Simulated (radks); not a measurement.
Task: Coherent X-ray form factor from a spherical all-electron density. Method: scalar-relativistic Kohn-Sham, MS2 meta-GGA, spin-unpolarised, spherical densities, finite nucleus; meta-GGA in the generalised Kohn-Sham scheme; Fermi nuclear charge, rms radius of each element as measured or else 0.836 A^(1/3) + 0.57 fm; computed with a radial shooting solver on a logarithmic mesh with Libxc functionals.

sin(theta)/lambda (1/angstrom)  f0 (electrons)
0.05                                    32.672
0.1                                     31.741
0.15                                    30.353
0.2                                     28.691
0.25                                    26.932
0.3                                     25.205
0.4                                     22.090
0.5                                     19.455
0.6                                     17.154
0.8                                     13.229
1                                       10.251
1.25                                     7.877
1.5                                      6.560
2                                        5.189

The species is in the configuration that NIST lists as its ground one. Which atom or ion scatters so?

Result: The rubidium ion Rb4+, [Ar] 3d10 4s2 4p3. Extrapolating in s^2 from the first two rows gives f0(0) = 33.0, near the electron count 33; among species with that count, the fall with angle is slower the higher Z, and the table is that of Z = 37; from so few rows the species is fixed only to a neighbour or two.
